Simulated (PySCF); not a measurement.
## How methods differ on the ionisation energy of Zn⁺

Zn⁺ [Ar] 3d10 4s1 (2S) → Zn²⁺ [Ar] 3d10 (1S), as a difference of total energies. All numbers are calculated (PySCF 2.14, the spin-free X2C one-electron Hamiltonian (Gaussian nucleus), in cc-pVTZ-DK). Correlated levels: valence: [Ar] frozen. The calculations carry no spin-orbit coupling.

```
           method  ionisation energy (eV)  error (eV)
              UHF                  16.858      -1.106
             MN15                  17.981      +0.017
           r2SCAN                  18.527      +0.563
    MP2 (valence)                  17.765      -0.199
SCS-MP2 (valence)                  17.611      -0.353
```

Reference: 17.964 eV (measured; NIST Atomic Spectra Database, ionization energies).

Errors of the correlated levels include the incompleteness of this basis and the frozen core.
